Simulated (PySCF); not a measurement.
# One molecule, several mistakes: AlCH6OSi

Calculated results; nothing here was measured. The program is PySCF 2.14.0, an open-source quantum chemistry code, run on an isolated molecule that a program drew, which may never have been made. The molecule is AlCH6OSi (charge 0, doublet), drawn as the SMILES string `[OH][AlH][CH][SiH3]`.

Each row is a Hartree-Fock (HF) and frozen-core CCSD(T) single point in the cc-pV(D+d)Z basis, meant for a local HF minimum. Run 1 is clean. Each other run has one planted mistake out of seven kinds, and not every kind appears here: one electron removed, one electron added, multiplicity raised by two, geometry at a saddle point, minimal basis STO-3G, one bond length entered in bohr, all coordinates scaled. The reference is restricted for singlets and unrestricted otherwise, and also for a bond in bohr. Adding or removing an electron swaps singlet and doublet. Electrons count all cores. HOMO and LUMO are orbital energies over both spins, the gradient is its largest component, and the lowest frequency (negative if imaginary) is given only where the gradient is small. Bond lengths are over the 9 bonds as drawn. T1 is the CCSD diagnostic: over 0.02 (restricted) or 0.045 (unrestricted) a single reference is doubtful.

Geometry of the clean run:
```xyz
10
AlCH6OSi, angstrom
O     0.0269    2.4618    3.4185
Al    0.0377    2.0060    1.7900
C    -1.6292    1.3716    1.0406
Si   -2.0242    0.7803   -0.6841
H     0.7425    2.7884    3.9372
H     1.3688    2.1073    0.9495
H    -2.4870    1.3472    1.7186
H    -3.0827    1.6220   -1.2968
H    -2.5101   -0.6224   -0.6582
H    -0.8221    0.8404   -1.5502
```

```
run,electrons,basis functions,<S^2>,HOMO (eV),LUMO (eV),gradient (hartree/bohr),lowest frequency (cm^-1),mean bond (Å),longest bond (Å),T1,HF (hartree),CCSD(T) (hartree),mistake
1,47,104,0.758,-10.36,0.88,2.4e-05,51,1.5063,1.935,0.0143,-647.10841,-647.64024,no fault
2,47,34,0.769,-8.04,7.43,6.0e-02,-,1.5063,1.935,0.0155,-639.34586,-639.53753,minimal basis STO-3G
3,47,104,0.762,-10.32,0.87,4.1e-02,-,1.5997,2.055,0.0159,-647.07778,-647.61866,all coordinates scaled
4,48,104,0.000,-1.59,7.60,5.6e-02,-,1.5063,1.935,0.0146,-647.10590,-647.68298,one electron added
5,46,104,0.000,-16.87,-7.18,6.2e-02,-,1.5063,1.935,0.0261,-646.78848,-647.30806,?
```

**Which mistake was planted in run 5, and what did it cost?**

It counts 46 electrons, one fewer than the clean run, at the same geometry and basis. So the mistake is: one electron removed. Subtracting run 1 and multiplying by 627.51 kcal/mol a hartree, the energy moved by 200.8 kcal/mol in HF and 208.4 kcal/mol in CCSD(T).

Cautions from the logs. Run 5: T1 is over the limit, so its CCSD(T) energy is less reliable.
